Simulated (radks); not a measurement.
Q: Isoelectronic series with 15 electrons, each ion in its NIST ground configuration. Calculated with a radial shooting solver on a logarithmic mesh with Libxc functionals: scalar-relativistic Kohn-Sham, PBEsol, spin-unpolarised, spherical densities, finite nucleus; Fermi nuclear charge, rms radius of each element as measured or else 0.836 A^(1/3) + 0.57 fm. Total energies (hartree) and mean radii <r> (bohr):

| ion | configuration | E (hartree) | 3p | 3s |
|---|---|---|---|---|
| P | [Ne] 3s2 3p3 | -341.31315 | 2.371 | 1.898 |
| V8+ | [Ne] 3s2 3p3 | -925.23054 | 0.8701 | 0.8553 |
| Ga16+ | [Ne] 3s2 3p3 | -1810.69022 | 0.5508 | 0.5587 |
| Ag32+ | [Ne] 3s2 3p3 | -4522.86991 | 0.3179 | 0.3276 |
| Cs40+ | [Ne] 3s2 3p3 | -6377.6119 | 0.2616 | 0.2696 |
| Lu56+ | [Ne] 3s2 3p3 | -11190.8520 | 0.1917 | 0.1958 |

Estimate the row of Eu48+ ([Ne] 3s2 3p3).

A: E (hartree) -8591.1474; 3p 0.2217; 3s 0.2277.
